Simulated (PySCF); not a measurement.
PySCF 2.14 output of an unrestricted CAM-B3LYP calculation on a single atom or ion in cc-pVDZ-X2C (8s7p5d3f1g, 84 functions), with scalar relativity by spin-free X2C-1e:

```
SCF conv_tol = 1e-09
number electrons alpha = 28  beta = 27
    T. Yanai, D. P. Tew, and N. C. Handy.,  Chem. Phys. Lett. 393, 51 (2004)
cycle= 1 E= -8858.78726483876  delta_E= -0.00758  |g|= 0.0217  |ddm|= 0.421
cycle= 2 E= -8858.78738087778  delta_E= -0.000116  |g|= 0.00356  |ddm|= 0.023
cycle= 3 E= -8858.78738543283  delta_E= -4.56e-06  |g|= 0.000907  |ddm|= 0.00933
cycle= 4 E= -8858.78738588712  delta_E= -4.54e-07  |g|= 0.000353  |ddm|= 0.00165
cycle= 5 E= -8858.78738596069  delta_E= -7.36e-08  |g|= 5.95e-05  |ddm|= 0.00094
cycle= 6 E= -8858.78738596395  delta_E= -3.26e-09  |g|= 5.81e-06  |ddm|= 0.000162
cycle= 7 E= -8858.78738596399  delta_E= -3.82e-11  |g|= 5.37e-07  |ddm|= 1.41e-05
converged SCF energy = -8858.78738596399  <S^2> = 0.75045039  2S+1 = 2.0004503
```

The run itself started from symmetry-adapted Hartree-Fock orbitals and held the occupation by maximum overlap, on a logarithmic radial grid, so the iterations belong to that start.

Question: Which element, charge and spin multiplicity is this?

Answer: Ce³⁺ (cerium, charge +3), multiplicity 2; the state was [Xe] 4f1, 2F determinant.

Spin-orbit coupling, absent here, splits the open shell strongly.
